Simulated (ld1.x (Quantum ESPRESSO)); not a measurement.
# Varying the TM potential for gallium (Ga)

Base potential:

```json
{
  "Element": "gallium",
  "Generator": "ld1.x (Quantum ESPRESSO) 7.5",
  "Type": "norm-conserving Troullier–Martins (Kleinman–Bylander form)",
  "Functional": "PBEsol",
  "Relativity": "scalar-relativistic",
  "Frozen core": "[Ar] 3d10",
  "Valence charge": "3",
  "Reference configuration": "4s2 4p1",
  "Partial waves": "4p (bound): rc 2.25 bohr; 4s (bound): rc 1.65 bohr",
  "Local potential": "the s channel",
  "Core correction": "Bessel-smoothed model core inside 1.40 bohr"
}
```

Cutoffs, loose and tight: the cutoffs (Ry, on a coarse ladder) from which the occupation-weighted sum of valence levels, in a spherical-Bessel basis at the reference potential, stays within 10 and 1 mRy of its value at 400 Ry. They do not see the model core or the augmentation charge, which bear on the density cutoff. Test errors are all-electron minus pseudo excitation energies from the reference, over the configurations 4s2 4p0; 4s1 4p0; 4s2 4p0.5; 4s1 4p1; 4s0 4p3; 4s2 4p1.3; 4s1 4p2. A dash means not determined; rows that change the core or the reference have their own tests.

A true bound ghost makes a file unfit for plane-wave use even where its test errors are small: the radial tests pick states by their node count and pass the ghost by.

| change | outcome | cutoff, loose | cutoff, tight | bound ghosts | largest test error (meV) |
| --- | --- | --- | --- | --- | --- |
| base | generated | 15 Ry | 35 Ry | none | -190 |
| core correction none | generated | 15 Ry | 35 Ry | none | +58 |
| all radii but the core radius scaled by about 0.81 (s 1.34, p 1.82 bohr) | generated | 40 Ry | 120 Ry | p | -185 |
| type ultrasoft; waves now 4s (bound): rcut 1.45, rcutus 1.65 bohr; 4s channel at 1.8 Ry: rcut 1.45, rcutus 1.65 bohr; 4p (bound): rcut 1.95, rcutus 2.25 bohr; 4p channel at 1.7 Ry: rcut 1.95, rcutus 2.25 bohr; local potential all-electron potential smoothed inside 1.95 bohr (lloc = -1); augmentation PSQ, radius 1.40 bohr | generated | 12 Ry | 18 Ry | none | -213 |
| wave 4p (bound): rc 2.25 bohr becomes 4p (bound): rc 2.10 bohr | generated | 15 Ry | 35 Ry | none | -189 |
| local potential all-electron potential smoothed inside 2.25 bohr (lloc = -2) | generated | 15 Ry | 35 Ry | none | -196 |

Question: What comes out with this change to the base: wave 4s (bound): rc 1.65 bohr becomes 4s (bound): rc 2.52 bohr?

Answer: outcome: generated; cutoff, loose: 10 Ry; cutoff, tight: 21 Ry; bound ghosts: none; largest test error (meV): -192.

Question: What comes out with this change to the base: core [Ar], valence charge 13; reference 3d10 4s1 4p0; waves now 4p (bound): rc 2.15 bohr; 3d (bound): rc 1.20 bohr; 4s (bound): rc 1.90 bohr; core correction a·sin(br)/r model core inside 1.10 bohr?

Answer: outcome: generated; cutoff, loose: 180 Ry; cutoff, tight: over 300 Ry; bound ghosts: none; largest test error (meV): -722.
